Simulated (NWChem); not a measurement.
System: CH4F2OSi; SMILES C[Si](O)(F)F

Output (shortened):

```
             Northwest Computational Chemistry Package (NWChem) 7.3.0
             --------------------------------------------------------

 C1  symmetry detected

                             Geometry "geometry" -> ""
                             -------------------------

 Output coordinates in angstroms (scale by  1.889725989 to convert to a.u.)

  No.       Tag          Charge          X              Y              Z
 ---- ---------------- ---------- -------------- -------------- --------------
    1 C                    6.0000     0.20527903    -1.80329157     0.00297250
    2 Si                  14.0000    -0.01114146     0.01885053     0.00002104
    3 O                    8.0000    -1.60268007     0.40356544    -0.00473199
    4 F                    9.0000     0.71705603     0.69541790    -1.27436303
    5 F                    9.0000     0.71032222     0.69957439     1.27600396
    6 H                    1.0000    -0.25983363    -2.24606966     0.89600607
    7 H                    1.0000     1.27345528    -2.06558562     0.00107300
    8 H                    1.0000    -0.26352763    -2.24875222    -0.88680553
    9 H                    1.0000    -1.85075158     1.33279545    -0.00531556

 Effective nuclear repulsion energy (a.u.)     260.5852377191

                                 NWChem DFT Module
                                 -----------------

 Summary of "ao basis" -> "ao basis" (spherical)
 ------------------------------------------------------------------------------
       Tag                 Description            Shells   Functions and Types
 ---------------- ------------------------------  ------  ---------------------
 C                           6-31g*                  6       14   3s2p1d
 Si                          6-31g*                  8       18   4s3p1d
 O                           6-31g*                  6       14   3s2p1d
 F                           6-31g*                  6       14   3s2p1d
 H                           6-31g*                  2        2   2s

            General Information
            -------------------
          SCF calculation type: DFT
          Wavefunction type:  closed shell.
          No. of atoms     :     9
          No. of electrons :    50
           Alpha electrons :    25
            Beta electrons :    25
          Charge           :     0
          Spin multiplicity:     1
          Use of symmetry is: off; symmetry adaption is: off
          Maximum number of iterations: 150
          AO basis - number of functions:    82
                     number of shells:    40
          Convergence on energy requested:  1.00D-06
          Convergence on density requested:  1.00D-05
          Convergence on gradient requested:  5.00D-04

              XC Information
              --------------
                         SCAN Method XC Functional
                  SCAN metaGGA Exchange Functional  1.000
                        SCAN Correlation Potential  1.000

             Grid Information
             ----------------
          Grid used for XC integration:  coarse
          Radial quadrature: Mura-Knowles
          Angular quadrature: Lebedev.
          Tag              B.-S. Rad. Rad. Pts. Rad. Cut. Ang. Pts.
          ---              ---------- --------- --------- ---------
          C                   0.70       35          10.0       302
          Si                  1.10       70           7.0       302
          O                   0.60       35          10.0       302
          F                   0.50       35          10.0       302
          H                   0.35       35          11.0       302
          Grid pruning is: on
          Number of quadrature shells:   350
          Spatial weights used:  Erf1

      Superposition of Atomic Density Guess
      -------------------------------------

 Sum of atomic energies:        -601.96950810

      Non-variational initial energy
      ------------------------------

 Total energy =    -603.501041
 1-e energy   =   -1352.887052
 2-e energy   =     488.800773
 HOMO         =      -0.433523
 LUMO         =       0.063023

     ---------------------------------------------
      Total Density - Mulliken Population Analysis
     ---------------------------------------------

    Atom       Charge   Shell Charges
 -----------   ------   -------------------------------------------------------
    1 C    6     6.97   2.00  0.72  2.10  0.70  1.43  0.02
    2 Si  14    12.18   2.00  2.00  5.97  0.71  0.97  0.09  0.18  0.27
    3 O    8     9.00   2.00  0.93  3.14  0.89  2.03  0.01
    4 F    9     9.61   2.00  0.95  3.47  1.00  2.19  0.01
    5 F    9     9.61   2.00  0.95  3.47  1.00  2.19  0.01
    6 H    1     0.73   0.45  0.28
    7 H    1     0.73   0.45  0.28
    8 H    1     0.73   0.45  0.28
    9 H    1     0.44   0.35  0.09

   convergence    iter        energy       DeltaE   RMS-Dens  Diis-err
 ---------------- ----- ----------------- --------- --------- ---------
 d= 0,ls=0.0,diis     1   -604.8843364254 -8.65D+02  1.65D-02  1.02D+00
 d= 0,ls=0.0,diis     2   -604.8144524025  6.99D-02  8.82D-03  1.98D+00
 d= 0,ls=0.0,diis     3   -604.9846414103 -1.70D-01  1.04D-03  2.38D-02
 d= 0,ls=0.0,diis     4   -604.9862933771 -1.65D-03  4.94D-04  3.24D-03
 d= 0,ls=0.0,diis     5   -604.9866101059 -3.17D-04  1.41D-04  4.86D-04
  Resetting Diis
 d= 0,ls=0.0,diis     6   -604.9866588619 -4.88D-05  3.62D-05  2.02D-05
 d= 0,ls=0.0,diis     7   -604.9866610461 -2.18D-06  1.85D-05  1.40D-06
 d= 0,ls=0.0,diis     8   -604.9866608636  1.83D-07  1.12D-05  3.26D-06
 d= 0,ls=0.0,diis     9   -604.9866611964 -3.33D-07  1.36D-06  3.35D-08

         Total DFT energy =     -604.986661196363
      One electron energy =    -1356.753079454746
           Coulomb energy =      548.658170672235
    Exchange-Corr. energy =      -57.476990132986
 Nuclear repulsion energy =      260.585237719134

 Numeric. integr. density =       50.000043764213

                       DFT Final Molecular Orbital Analysis
                       ------------------------------------

 Vector   23  Occ=2.000000D+00  E=-3.353519D-01
              MO Center= -9.6D-01,  2.0D-01, -2.2D-03, r^2= 2.5D+00
   Bfn.  Coefficient  Atom+Function         Bfn.  Coefficient  Atom+Function
  ----- ------------  ---------------      ----- ------------  ---------------
    35      0.395032  3 O  px                36      0.305570  3 O  py
    39      0.271245  3 O  px                40      0.211603  3 O  py
    49      0.201259  4 F  px                63      0.201658  5 F  px
    38     -0.176916  3 O  s                  4      0.149909  1 C  py
    20      0.139923  2 Si s                 53      0.136495  4 F  px

 Vector   24  Occ=2.000000D+00  E=-3.204358D-01
              MO Center=  6.8D-02, -6.9D-01,  7.3D-04, r^2= 2.9D+00
   Bfn.  Coefficient  Atom+Function         Bfn.  Coefficient  Atom+Function
  ----- ------------  ---------------      ----- ------------  ---------------
     4      0.375788  1 C  py                22     -0.258502  2 Si py
     8      0.244526  1 C  py                50      0.245298  4 F  py
    64      0.245214  5 F  py                35     -0.226900  3 O  px
    54      0.176801  4 F  py                68      0.176715  5 F  py
    39     -0.152975  3 O  px                20      0.124837  2 Si s

 Vector   25  Occ=2.000000D+00  E=-3.051750D-01
              MO Center= -1.2D+00,  4.3D-01, -4.0D-03, r^2= 1.5D+00
   Bfn.  Coefficient  Atom+Function         Bfn.  Coefficient  Atom+Function
  ----- ------------  ---------------      ----- ------------  ---------------
    37      0.590880  3 O  pz                41      0.441060  3 O  pz
    49     -0.181743  4 F  px                63      0.181665  5 F  px
    53     -0.130646  4 F  px                67      0.130630  5 F  px
    27      0.064478  2 Si pz                31      0.053379  2 Si d  1
    23      0.052040  2 Si pz                 9     -0.040144  1 C  pz

 Vector   26  Occ=0.000000D+00  E= 3.997386D-02
              MO Center= -8.2D-01,  4.5D-01, -1.8D-03, r^2= 4.5D+00
   Bfn.  Coefficient  Atom+Function         Bfn.  Coefficient  Atom+Function
  ----- ------------  ---------------      ----- ------------  ---------------
    24      1.046343  2 Si s                  6     -0.815877  1 C  s
    38     -0.797044  3 O  s                 82      0.649668  9 H  s
    78      0.402714  7 H  s                 40     -0.233931  3 O  py
    52     -0.230400  4 F  s                 66     -0.230654  5 F  s
    76      0.200402  6 H  s                 80      0.199632  8 H  s

[...]

                         DFT ENERGY GRADIENTS

    atom               coordinates                        gradient
                 x          y          z           x          y          z
   1 C       0.387921  -3.407727   0.005617    0.000620   0.002822   0.000018
   2 Si     -0.021054   0.035622   0.000040   -0.006231  -0.011745   0.000011
   3 O      -3.028626   0.762628  -0.008942   -0.001240   0.008416  -0.000009
   4 F       1.355039   1.314149  -2.408197    0.003274   0.003859  -0.006127
   5 F       1.342314   1.322004   2.411298    0.003239   0.003887   0.006132
   6 H      -0.491014  -4.244456   1.693206   -0.001498  -0.000639   0.002750
   7 H       2.406482  -3.903391   0.002028    0.003186  -0.000334  -0.000026
   8 H      -0.497995  -4.249526  -1.675819   -0.001510  -0.000636  -0.002746
   9 H      -3.497413   2.518618  -0.010045    0.000160  -0.005630  -0.000001
```

Level: SCAN/6-31G* (spherical d). The geometry was optimised at PBE0/def2-SVP.

Question: Reconstruct the input file.

Answer: Several could match; the one computed here: the input that was run:
```
start job
memory heap 200 mb stack 900 mb global 1100 mb
geometry units angstroms noautoz
  C      0.383999    -1.792766     0.002227
  Si    -0.018353    -0.002472    -0.000708
  O     -1.640968     0.216808    -0.008464
  F      0.638965     0.745843    -1.273511
  F      0.626969     0.748168     1.276839
  H     -0.034900    -2.281349     0.894248
  H      1.473462    -1.944003     0.002342
  H     -0.034894    -2.283615    -0.888568
  H     -1.983132     1.115658    -0.009307
end
basis spherical
  C library 6-31g*
  Si library 6-31g*
  O library 6-31g*
  F library 6-31g*
  H library 6-31g*
end
dft
  xc scan
  grid coarse
  iterations 150
  mulliken
end
task dft gradient
```
